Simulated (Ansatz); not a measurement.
CH₆BFOSi (`OCB[SiH2]F`) at its PBE0-D4/def2-TZVP geometry, where that method's forces vanish. Charge 0, multiplicity 1.

```xyz
11

O    -2.4129   -0.7962    0.2940
C    -1.2808   -0.0783    0.0505
B     0.1278   -0.5349    0.2257
Si    1.6286    0.7482   -0.0816
F     1.0404    2.1780   -0.5448
H    -2.1642   -1.6324    0.7017
H    -1.5392    0.9523   -0.1852
H    -0.6993   -0.4363   -0.9890
H     0.3121   -1.6925    0.4878
H     2.3966    0.9686    1.1752
H     2.5909    0.3234   -1.1342
```

Question: What forces (eV/Å) does r2SCAN-D4/def2-TZVPP give on these atoms in Ansatz 0.2.0? (Best estimate.)

Answer: Ansatz gave: 
```
O1  -0.305 -0.081  0.033
C2   0.147  0.184  0.013
B3   0.147 -0.045 -0.012
Si4 -0.004 -0.046  0.002
F5  -0.022  0.033 -0.011
H6   0.032 -0.044  0.012
H7  -0.028 -0.018 -0.016
H8   0.051  0.005 -0.031
H9  -0.016  0.018  0.006
H10 -0.001 -0.012 -0.018
H11 -0.002  0.007  0.023
```
